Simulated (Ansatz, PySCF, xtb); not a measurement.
Reaction (SMILES): O[Si](O)(Cl)Cl + 3 [SiH4] (SiH4) → 2 O[SiH3] [hydroxysilane] + 2 [SiH3]Cl
Geometries: B3LYP-D3(BJ)/def2-TZVP minima from Ansatz (a program for electronic structure), one conformer each, not searched for the lowest. Frequencies are from Ansatz or PySCF.

Property: bond separation energy (0 K, with B3LYP-D3(BJ) harmonic zero-point energies), in eV. Correlated levels leave the core frozen unless marked. Spin-orbit coupling is left out. Non-relativistic. CBS marks a two-point X^-3 extrapolation of the correlation energy; Hartree-Fock from the larger set.

| level | program | bond separation energy (eV) |
|---|---|---|
| GFN2-xTB | xtb | [?] |
| PBE-D3(BJ)/def2-TZVPD | Ansatz + dftd3 | 0.75 |
| BLYP/def2-TZVPD | Ansatz | [?] |
| r2SCANh-D4/def2-TZVPD | Ansatz + dftd4 | 0.80 |
| M06-2X/def2-TZVPD | PySCF | 0.68 |
| CCSD(T)/CBS(cc-pV(T+d)Z,cc-pV(Q+d)Z) | Ansatz | [?] |

### Question
Some entries are withheld; supply them.

### Answer

- GFN2-xTB, bond separation energy (eV): -0.62
- BLYP/def2-TZVPD, bond separation energy (eV): 0.61
- CCSD(T)/CBS(cc-pV(T+d)Z,cc-pV(Q+d)Z), bond separation energy (eV): 0.73
